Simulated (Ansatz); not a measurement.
Geometry optimisation, UKS B3LYP-D4/def2-SVP (Ansatz 0.2.0).

Input:

```yaml
crystal:
  periodic: [false, false, false]
  atoms:
    - { symbol: Li, position_ang: [-1.42552, -2.98613, -0.51197] }
    - { symbol: B, position_ang: [-0.42196, -1.31239, -0.10819] }
    - { symbol: C, position_ang: [0.34215, -0.11467, 0.21305] }
    - { symbol: C, position_ang: [0.14412, 1.21589, -0.04881] }
    - { symbol: H, position_ang: [1.25587, -0.33359, 0.77879] }
    - { symbol: H, position_ang: [-0.72164, 1.54782, -0.59961] }
    - { symbol: H, position_ang: [0.82699, 1.98308, 0.27673] }
magnetization:
  spin_polarized: true
  initial_magnetization: 1
basis:
  gaussian: { orbitals: def2-SVP }
hamiltonian:
  xc: b3lyp
  dispersion: d4
relax:
  f_tol: 0.015
  max_steps: 40
```

Command:

```bash
$ ansatz run input.yaml --threads 1 --pin off --max-ram 2048MiB --backend cpu --events-out ev --progress --plain --runs-dir out
```

Question: Where does it end, and by what steps?

Answer: The forces met the threshold. After 8 steps the energy has fallen by 0.054 eV; Li1 moved furthest, 0.12 Å.

| step | energy less start (eV) | largest force component (eV/Å) | accepted |
| --- | --- | --- | --- |
| 0 | 0.0000 | 0.586 | yes |
| 1 | -0.0510 | 0.147 | yes |
| 2 | -0.0536 | 0.086 | yes |
| 3 | -0.0537 | 0.057 | yes |
| 4 | -0.0541 | 0.048 | yes |
| 5 | -0.0541 | 0.069 | no |
| 6 | -0.0543 | 0.015 | yes |
| 7 | -0.0544 | 0.016 | yes |
| 8 | -0.0544 | 0.006 | yes |

```xyz
7
Properties=species:S:1:pos:R:3
Li -1.427 -3.101 -0.504
B -0.434 -1.312 -0.112
C 0.328 -0.093 0.205
C 0.149 1.251 -0.049
H 1.240 -0.367 0.775
H -0.721 1.616 -0.604
H 0.864 2.006 0.291
```

The run took 39 s on 1 thread of Arm Neoverse V2, on a shared host, peak memory 0.17 GiB.
